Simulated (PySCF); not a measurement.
Input of a response calculation (the driver script's job line, then coordinates in Å):

```
{"job": {"kind": "uv", "xc": "PBE0", "basis": "def2-SVPD", "nstates": 6, "ntriplets": 2}, "charge": 0, "multiplicity": 1}
C     -1.977432    -0.000950    -0.088222
Se    -0.403486     1.073492    -0.522459
C      0.880976    -0.153436     0.128213
C      2.183144     0.072004     0.048144
F      2.647959     1.204915    -0.508142
H     -1.918191    -0.954756    -0.606196
H     -2.848279     0.550706    -0.430455
H     -2.033860    -0.150215     0.986952
H      0.505459    -1.059364     0.575524
H      2.972591    -0.577741     0.394113
```

Its output, with some lines taken out ([cut]) and without the SCF cycles:

```
converged SCF energy = -2617.7235373465

Static polarisability (au): isotropic 67.729, principal 49.511 61.320 92.357

Singlet excitations
state   eV       nm        f      main configurations
[cut]
[cut]
  3   5.4672    226.8   0.21300   H->L+1 0.87
  4   5.6675    218.8   0.00004   H->L+3 0.95
  5   6.2993    196.8   0.03262   H->L+4 0.94
[cut]

[cut]
```

Computed, not measured: TDDFT PBE0/def2-SVPD, vertical, gas phase, core orbitals frozen in the response in PySCF. The structure is a single GFN2-xTB conformer in the gas phase; no vibrational or solvent corrections. The PBE0/def2-SVPD calculation is non-relativistic and has no spin–orbit coupling, an omission that weighs most on selenium.

Problem. What stood in the cut lines?

Solution. 
```
  1   4.6821    264.8   0.00086   H->L 0.86
  2   5.2940    234.2   0.00694   H->L+2 0.98
  6   6.5590    189.0   0.02683   H->L+5 0.98
Triplet excitations (Tamm-Dancoff, eV): 3.7766 4.2680
```

Problem. How many basis functions and electrons does this run hold?

Solution. 164 basis functions for 66 electrons in 33 doubly occupied orbitals.

Problem. Give the energy of state 2 in hartree, cm⁻¹ and kJ/mol.

Solution. 0.19455 hartree, 42699 cm⁻¹, 510.8 kJ/mol.

Problem. Give the mean polarisability in Å³.

Solution. 67.73 au × 0.148185 = 10.04 Å³.

Problem. Which species is it?

Solution. `[Se](/C=C\F)C` (C3H5FSe).

H and L stand for HOMO and LUMO.

Shape of the structure used: `[CH3:1][Se:2]/[CH:3]=[CH:4]\[F:5]`: C1–Se2–C3–C4 178°.
